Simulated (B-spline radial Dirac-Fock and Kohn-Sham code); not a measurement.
**Kohn-Sham estimates against Dirac-Fock for the levels of Sm⁵⁸⁺**

System: the Sm⁵⁸⁺ ion, configuration 1s2 2s2.

The density-functional columns are spherical, spin-unpolarised Dirac-Kohn-Sham results without Breit or QED terms: −ε is minus the orbital energy of the initial state and ΔSCF the difference of two total energies. The reference in the last column comes from Dirac-Fock energy differences between relaxed states, corrected for Breit and QED terms. All numbers are from an atomic code on a B-spline grid, in eV; a selection of levels is shown. For the 1s level of heavy atoms much of the gap between ΔSCF and the reference is the Breit and QED part, -166.1 eV here; for other levels the error of the functional can be larger.

| level | LDA −ε | LDA ΔSCF | Dirac-Fock |
| --- | --- | --- | --- |
| K (1s) | 52923.8 | 53428.9 | 53250.8 |
| L1 (2s) | 12904.8 | 13025.8 | 12992.1 |

For the outermost level NIST gives 12992 ± 6 eV (theoretical); the differences from it are LDA −ε -87.24, LDA ΔSCF +33.80, Dirac-Fock +0.12 eV.

Values without a named source are computed, but for edge energies of neutral atoms, which are taken from tables.
